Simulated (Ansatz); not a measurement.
One change: `O[SiH2]C(F)Br` becomes `O[SiH2]CBr`.

Ansatz, PBE0-D4/def2-TZVP geometries, multiplicity 1. Each molecule was computed in one conformer, which needn't be the lowest.

Scalar relativity is left out up to krypton.

```json
{"property": "LUMO energy (PBE0/def2-TZVPP) / eV", "`O[SiH2]C(F)Br`": "-0.54"}
{"property": "HOMO energy (B3LYP/def2-TZVPP) / eV", "`O[SiH2]C(F)Br`": "-7.72"}
{"property": "size of the dipole moment (ωB97M-V/def2-TZVPP) / D", "`O[SiH2]C(F)Br`": "1.49"}
{"property": "HOMO–LUMO gap (PBE/def2-TZVPP) / eV", "`O[SiH2]C(F)Br`": "5.12"}
{"property": "LUMO energy (PBE/def2-TZVPP) / eV", "`O[SiH2]C(F)Br`": "-1.50"}
{"property": "size of the dipole moment (PBE/def2-TZVPP) / D", "`O[SiH2]C(F)Br`": "1.40"}
```

Task: What does the change do to each property? (An estimate is asked.)

Result: Computed: 
```
                                          property  `O[SiH2]CBr`  shift
                LUMO energy (PBE0/def2-TZVPP) / eV         -0.45   0.09
               HOMO energy (B3LYP/def2-TZVPP) / eV         -7.56   0.16
size of the dipole moment (ωB97M-V/def2-TZVPP) / D          2.27   0.78
               HOMO–LUMO gap (PBE/def2-TZVPP) / eV          5.10  -0.02
                 LUMO energy (PBE/def2-TZVPP) / eV         -1.42   0.08
    size of the dipole moment (PBE/def2-TZVPP) / D          2.21   0.81
```

With PBE0 the HOMO rises by 0.14 eV and the LUMO rises by 0.09 eV, so the gap narrows by about 0.05 eV. PBE moves the HOMO by 0.10 eV and ωB97M-V by 0.14 eV. Dipoles are sizes alone; their direction can turn.

B3LYP here is the variant with VWN-RPA as its local correlation; programs differ in this.

Spin–orbit coupling is left out; it splits and shifts lone-pair levels of the heavy atoms by tenths of an eV.
